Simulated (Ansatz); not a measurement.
Cartesian coordinates (Å):
```xyz
5

N      0.8196    -0.5371    -0.2286
C     -0.4327    -0.0363    -0.0790
O     -0.6401     1.1751    -0.1088
H      1.5035     0.1660     0.0712
H     -1.2503    -0.7676    -0.0707
```
Charge 0, spin multiplicity 2.

All values below come from frozen-core CCSD(T)/cc-pVTZ // B3LYP-D3(BJ)/def2-TZVP (Ansatz, a quantum-chemistry and plane-wave program).

```yaml
HF energy: -168.35883 Ha
MP2 correlation energy: -0.53625 Ha
```

### Question
Estimate the CCSD correlation energy, the (T) correction, the total energy and the T1 diagnostic.

### Answer

```json
{
  "CCSD correlation energy": "-0.56890 Ha",
  "(T) correction": "-0.02409 Ha",
  "CCSD(T) total energy": "-168.95182 Ha",
  "T1 diagnostic": "0.041"
}
```
